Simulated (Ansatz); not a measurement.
`C=C[SiH3]` + `N=[C](O)[GaH2]` → `O/[C]([GaH2])=N/[SiH3]` + `C=C`  (ligand exchange at the Si–C bond)

Calculated with Ansatz (gas phase, PBE0-D4/def2-TZVP geometries, no zero-point term in ΔE). CCSD(T)/CBS is the MP2 limit (def2-TZVPP, def2-QZVPP) plus CCSD(T) − MP2 in def2-TZVPP, frozen cores. This one scheme is used for every species. Functionals use def2-TZVPP. B3LYP here is the variant with VWN-RPA as its local correlation; programs differ in this. For Ga outer-core shells are correlated without core-valence functions, which leaves a few kJ/mol of doubt a bond. Scalar relativity is left out up to krypton. Each species was taken in one conformer, which may not be the lowest.

`C=C[SiH3]`:

Cartesian coordinates in Å:
```
C 0.458 -1.163 -0.907
C 0.652 -0.313 0.098
Si -0.602 0.962 0.607
H -0.458 -1.156 -1.492
H 1.202 -1.902 -1.192
H 1.593 -0.371 0.644
H -1.021 0.758 2.020
H -1.790 0.852 -0.280
H -0.035 2.334 0.502
```

`N=[C](O)[GaH2]`:

Cartesian coordinates in Å:
```
N 1.004 -1.227 -0.211
C -0.058 -0.537 -0.142
O -1.238 -1.132 -0.407
Ga -0.175 1.399 0.336
H 1.825 -0.672 0.009
H -1.040 -2.059 -0.622
H 1.216 2.064 0.630
H -1.534 2.165 0.407
```

`O/[C]([GaH2])=N/[SiH3]`:

Z-matrix (Å, degrees):
```
Si
N 1 1.714
H 1 1.482 2 113.7
H 1 1.482 2 113.7 3 127.5
H 1 1.541 2 106.7 3 -116.3
C 2 1.277 1 113.9 3 116.3
Ga 6 2.024 2 122.3 1 0.0
O 6 1.337 2 120.0 1 -180.0
H 7 1.564 6 118.0 2 -94.7
H 7 1.564 6 118.0 2 94.6
H 8 0.973 6 107.1 2 -0.0
```

`C=C`:

Cartesian coordinates in Å:
```
C 0.069 -0.209 -0.624
C -0.069 0.209 0.624
H -0.177 -1.224 -0.916
H 0.434 0.448 -1.407
H 0.177 1.224 0.916
H -0.434 -0.448 1.407
```

```
             level  ΔE (kcal/mol)  difference from CCSD(T)/CBS
            PBE-D4          -14.5                          0.7
           PBE0-D4          -14.9                          0.3
          B3LYP-D4          -14.8                          0.4
           ωB97M-V          -14.8                          0.4
            B2PLYP          -14.3                          0.9
              PBE0          -14.1                          1.1
             B3LYP          -13.2                          2.0
     HF/def2-TZVPP          -13.3                          1.9
SCS-MP2/def2-TZVPP          -14.8                          0.4
CCSD(T)/def2-TZVPP          -15.1                          0.1
     HF/def2-QZVPP          -13.3                          1.9
    MP2/def2-QZVPP          -15.9                         -0.7
SCS-MP2/def2-QZVPP          -14.9                          0.3
      HF/CBS(def2)          -13.3                          1.9
     MP2/CBS(def2)          -15.9                         -0.7
    CCSD/CBS(def2)          -14.8                          0.4
       CCSD(T)/CBS          -15.2                            0
```

Largest T1 diagnostic among the species: 0.015.

In def2-TZVPP, CCSD(T) changes the Hartree–Fock value by −1.8 kcal/mol (the triples alone add −0.5 kcal/mol) and MP2 by −2.4 kcal/mol. The D4 term adds −1.6 kcal/mol with B3LYP and −0.9 kcal/mol with PBE0; it sums over pairs of atoms, weighted by their polarisabilities, and B3LYP, whose exchange is more repulsive, gets the larger term.
